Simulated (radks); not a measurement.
Removal energies from the caesium ion Cs11+, [Kr] 4d8, by Delta-SCF beside the eigenvalue of the level emptied. Method: scalar-relativistic Kohn-Sham, PBEsol, spin-polarised, spherical densities, finite nucleus; Fermi nuclear charge, rms radius of each element as measured or else 0.836 A^(1/3) + 0.57 fm; computed with a radial shooting solver on a logarithmic mesh with Libxc functionals. Open shells are filled with parallel spins first.

removed from    final configuration  Delta-SCF (eV)  -eigenvalue (eV)
4d                         [Kr] 4d7          262.88            249.56
4p            [Ar] 3d10 4s2 4p5 4d8          353.12            339.01
4s            [Ar] 3d10 4s1 4p6 4d8          414.48            399.80
3d             [Ar] 3d9 4s2 4p6 4d8          929.89            899.21
